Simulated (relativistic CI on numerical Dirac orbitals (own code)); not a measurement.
One change at a time: Bi33+

Base calculation: Dirac-Coulomb-Breit CI, separate exchange-only KLI orbitals for each configuration, model QED (radiative potential, 1s self-energy scaled to tabulated hydrogen-like ionisation energies), unscaled Slater integrals.

Configuration list (outside the closed core [Ar] 3d10): 4s2.4p6.4d10.4f4, 4s2.4p6.4d9.4f5, 4s2.4p6.4d10.4f3.5s, 4s2.4p6.4d10.4f3.5p, 4s2.4p6.4d10.4f2.5s2, 4s2.4p5.4d10.4f5, 4s2.4p6.4d10.4f2.5s.5p, 4s2.4p6.4d10.4f3.5d, 4s2.4p6.4d10.4f2.5p2, 4s.4p6.4d10.4f5, 4s2.4p6.4d10.4f2.5s.5d, 4s2.4p6.4d9.4f4.5s, 4s2.4p6.4d9.4f3.5s2, 4s2.4p6.4d10.4f3.5f, 4s2.4p6.4d10.4f2.5p.5d, 4s2.4p6.4d10.4f3.6s, 4s2.4p6.4d10.4f3.5g, 4s2.4p6.4d10.4f2.5d2, 4s2.4p6.4d10.4f3.6d. Levels of other configurations are missing.

Variants: (1) QED terms removed; (2) only the first configuration. Shifts of the energy above 4s2.4p6.4d10.4f4 5I_4, in cm⁻¹, for the lowest level and the first level of each name with at least 55 % of one term (blank where a level changes its place among those of its configuration and J or its character, or is not in the variant):

| Level | Base | Δ(1) | Δ(2) |
| --- | --- | --- | --- |
| 4s2.4p6.4d10.4f4 5I_4 | 0.0 | 0.0 | 0.0 |
| 4s2.4p6.4d10.4f4 5I_5 | 37609.9 | -184.4 | -252.1 |
| 4s2.4p6.4d10.4f4 5I_6 | 61837.5 | -242.6 | -152.4 |
| 4s2.4p6.4d10.4f4 5F_1 | 71966.7 | -164.9 | +1038.4 |
| 4s2.4p6.4d10.4f4 3K_6 | 105782.3 | -318.9 | +151.3 |
| 4s2.4p6.4d10.4f4 5F_4 | 117251.3 | -296.2 | +1431.8 |
| 4s2.4p6.4d10.4f4 5D_1 | 147802.7 | -220.0 | +2770.8 |
| 4s2.4p6.4d10.4f4 3L_8 | 151865.0 | -378.4 | +40.3 |
| 4s2.4p6.4d10.4f4 3M_9 | 152279.6 | -368.6 | -192.1 |
| 4s2.4p6.4d10.4f4 3P_0 | 157420.4 | -372.3 |  |
| 4s2.4p6.4d10.4f4 3I_6 | 163478.5 | -362.4 | +1252.3 |
| 4s2.4p6.4d10.4f4 5D_2 | 169773.7 | -303.3 | +3343.6 |
| 4s2.4p6.4d10.4f4 3M_10 | 180790.4 | -406.7 | +27.1 |
| 4s2.4p6.4d10.4f4 3F_3 | 196205.6 | -437.7 | +2513.4 |
| 4s2.4p6.4d10.4f4 3L_9 | 206236.6 | -578.9 | -119.5 |
| 4s2.4p6.4d10.4f4 3D_1 | 206283.3 | -572.4 | +1401.5 |

At this charge energies of transitions that change n are usually good to better than 1 %, and those within a shell (Δn = 0) to a few per cent. Terms inside the open d or f shell come out 10 to 20 % too wide with unscaled integrals.

Ionisation energy from the two ground configurations alone: base 1289.57 eV. The NIST ASD value (theoretical) is 1310 eV.

LS names give the leading component of a level, which can be under half, so a name can repeat, a term be missing and a line seem to break the LS rules.
